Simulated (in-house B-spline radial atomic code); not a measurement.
**RPA and G0W0 on HSE06: neutral arsenic**

Configuration [Ar] 3d10 4s2 4p3, highest spin, mean-field start HSE06. Computed with a B-spline radial code for spherical atoms: all electrons, non-relativistic, point nucleus, each spin shell either full or empty, empty states to l = 9 with an (l + 1/2)⁻⁴ tail; G0W0 by contour deformation at full frequency.

Command:
```bash
python run_gw.py task.json out
```
Settings (radii: box in bohr, nucleus in fm):
```
Z                        33
electrons                33
configuration            [Ar] 3d10 4s2 4p3
hamiltonian              nr
method                   hse06
lmax                     9
spin_polarised           True
box_radius               40
intervals                55
```

Time taken, with all properties: 5.3 s on 1 thread of Arm Neoverse N1, on a shared host.

Energies (hartree):

```json
{"term": "mean-field total", "value": "-2235.58066"}
{"term": "Hartree-Fock functional on these orbitals", "value": "-2234.22399"}
{"term": "direct second order", "value": "-2.7374"}
{"term": "second-order exchange", "value": "0.80076"}
{"term": "SOSEX correction", "value": "0.72819"}
```

Problem. What is the RPA correlation energy, and what remains with SOSEX?

Solution. RPA gives -2.3346 hartree (-1.93 eV per electron); RPA + SOSEX gives -1.6064, and the second-order doubles -1.9366 hartree (no singles). RPA lacks exchange-type terms and so overcorrelates at short range.

Quasi-particle levels (eV):

| level | occupied | mean field | Σx - vxc | Σc | QP weight | G0W0 |
| --- | --- | --- | --- | --- | --- | --- |
| 4p up | yes | -6.709 | -3.25 | ? | ? | ? |
| 4p down | no | -3.098 | 4.65 | -2.46 | 0.880 | -0.906 |

G0W0 = mean field + (Σx - vxc) + Σc, with Σc (partial-wave tail included) taken at the quasi-particle energy. Only the outer levels were computed. Levels of low weight are left out.

Problem. Where does G0W0 put 4p up?

Solution. At -9.895 eV, with Σc = 0.06 eV and a quasi-particle weight of 0.856. The tabulated removal energy is 9.789 eV (NIST, measured); the calculation leaves out relativity, Breit and QED terms, and what these don't explain is the method's own error.
